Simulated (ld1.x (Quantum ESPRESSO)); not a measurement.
**selenium (Se): variants of one RRKJ potential**

Base potential:

```
Element                 : Se (Z = 34)
Generator               : ld1.x (Quantum ESPRESSO) 7.5
Type                    : norm-conserving RRKJ (Kleinman–Bylander form)
Functional              : LDA (PZ)
Relativity              : scalar-relativistic
Frozen core             : [Ar]
Valence charge          : 16
Reference configuration : 3d10 4s1 4p5
Partial waves           : 4s (bound): rc 1.50 bohr; 4p (bound): rc 1.50 bohr; 3d (bound): rc 1.10 bohr
Local potential         : the d channel
Core correction         : none
rho0                    : 0.01
```

All-electron outer shells of the reference configuration (LDA (PZ), scalar-relativistic, ld1.x):

| shell | level (eV) | outermost node (bohr) | outermost maximum (bohr) |
| --- | --- | --- | --- |
| 3s | -214.27 | 0.24 | 0.50 |
| 3p | -154.30 | 0.21 | 0.50 |
| 3d | -54.96 | – | 0.45 |
| 4s | -18.32 | 0.70 | 1.49 |
| 4p | -7.27 | 0.74 | 1.77 |

Cutoffs, loose and tight: the cutoffs (Ry, on a coarse ladder) from which the occupation-weighted sum of valence levels, in a spherical-Bessel basis at the reference potential, stays within 10 and 1 mRy of its value at 400 Ry. They do not see the model core or the augmentation charge, which bear on the density cutoff. Test errors are all-electron minus pseudo excitation energies from the reference, over the configurations 3d10 4s2 4p4; 3d10 4s2 4p3; 3d10 4s2 4p2; 3d10 4s2 4p4.3; 3d10 4s1 4p4; 3d10 4s2 4p3.5; 3d10 4s0 4p6 (two spin-polarised tests are not counted in the largest error). A dash means not determined; rows that change the core or the reference have their own tests.

A true bound ghost makes a file unfit for plane-wave use even where its test errors are small: the radial tests pick states by their node count and pass the ghost by.

```tsv
change	outcome	cutoff, loose	cutoff, tight	bound ghosts	largest test error (meV)
base	generated	260 Ry	over 300 Ry	s, p	+2.8
wave 4s (bound): rc 1.50 bohr becomes 4s (bound): rc 1.00 bohr	failed: compute_chi: n is too large	–	–	–	–
wave 4s (bound): rc 1.50 bohr becomes 4s (bound): rc 1.14 bohr	failed: compute_chi: n is too large	–	–	–	–
wave 4s (bound): rc 1.50 bohr becomes 4s (bound): rc 1.32 bohr	generated	260 Ry	over 300 Ry	s, p	-2.7
wave 4s (bound): rc 1.50 bohr becomes 4s (bound): rc 1.72 bohr	generated	260 Ry	over 300 Ry	s, p	-2.6
wave 4s (bound): rc 1.50 bohr becomes 4s (bound): rc 1.82 bohr	generated	260 Ry	over 300 Ry	s, p	-3.9
```

(1) What comes out with this change to the base: wave 4s (bound): rc 1.50 bohr becomes 4s (bound): rc 2.20 bohr?

(2) What comes out with this change to the base: wave 4s (bound): rc 1.50 bohr becomes 4s (bound): rc 2.10 bohr?

Answers

(1) outcome: generated; cutoff, loose: 260 Ry; cutoff, tight: over 300 Ry; bound ghosts: s, p; largest test error (meV): -13.

(2) outcome: generated; cutoff, loose: 260 Ry; cutoff, tight: over 300 Ry; bound ghosts: s, p; largest test error (meV): -10.

Reading the sweep of the s radius (base included, trends over the rows without a ghost): Bound ghosts are found at 1.32, 1.5, 1.72, 1.82, 2.1, 2.2 bohr. Every judged row has one, so this setting neither creates nor removes them. The generation fails at 1, 1.14 bohr.
